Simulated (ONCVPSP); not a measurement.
# iron (Fe): one change to an ONCV potential, before and after

* Element: Fe (Z = 26)
* Generator: ONCVPSP 4.0.1
* Type: optimised norm-conserving Vanderbilt (ONCV)
* Functional: PBE
* Relativity: fully relativistic
* Frozen core: [Ar]
* Valence charge: 8
* Reference configuration: 3d7 4s1
* Partial waves: 4s: rc 2.15 bohr, ncon 3, nbas 6, qcut 2.6 1/bohr, 1 projector; p scattering state at 0.02 Ha: rc 2.30 bohr, ncon 3, nbas 5, qcut 2.9 1/bohr, 3 projectors, debl 1.9 Ha; 3d: rc 1.40 bohr, ncon 4, nbas 8, qcut 12.3 1/bohr, 2 projectors, debl 3.2 Ha
* Local potential: polynomial inside 1.15 bohr (lpopt 5, dvloc0 0 Ha)
* Core correction: Teter function, fcfact 5, rcfact 1.75

Open shells are filled in proportion to 2j + 1.

Change: d: rc 1.2.

Cutoffs: the cutoffs (Ha) at which the residual kinetic energy of the hardest occupied pseudo-wave falls to 1 and 0.1 mHa per electron; they do not see the model core or the augmentation charge, which bear on the density cutoff. Errors are all-electron minus pseudo energies relative to the spin-unpolarised reference configuration.

Q: What does the change do?

A: The potential gets harder (54 Ha and 62 Ha → 61 Ha and 69 Ha); both files keep a bound ghost (s); the errors of the 3 common tests hardly move. A smaller radius makes the pseudo-wave follow the all-electron one further in, where it bends more sharply, so more plane waves are needed.

```tsv
quantity	base	changed
cutoff, loose	54 Ha	61 Ha
cutoff, tight	62 Ha	69 Ha
loose cutoff by channel	s 4.1 Ha, d 54 Ha	s 4.1 Ha, d 61 Ha
bound ghosts	s	s
GHOST(+) flags under 300 eV	p3/2 at 130.1 eV, p1/2 at 131.6 eV	p3/2 at 130.1 eV, p1/2 at 131.6 eV
tests with a reliable result	3 of 4	3 of 4
error for 3d6 4s2, meV [ΔE 0.79 eV]	-120	-127
error for 3d6 4s1, meV [ΔE 9.52 eV]	-104	-109
error for 3d6 4s0, meV [ΔE 25.72 eV]	-419	-422
s: phases at 2.19 bohr within 0.05 rad from the reference energy up to (Ha; the scan ends near 5)	1.7	1.7
p3/2: phases at 2.33 bohr within 0.05 rad from the reference energy up to (Ha; the scan ends near 5)	4.3	4.3
p1/2: phases at 2.33 bohr within 0.05 rad from the reference energy up to (Ha; the scan ends near 5)	4.4	4.4
rms error of d²Exc/dni dnj with the model core, mHa	3.62	3.76
```

 A true bound ghost makes a file unfit for plane-wave use even where its test errors are small: the radial tests pick states by their node count and pass the ghost by.
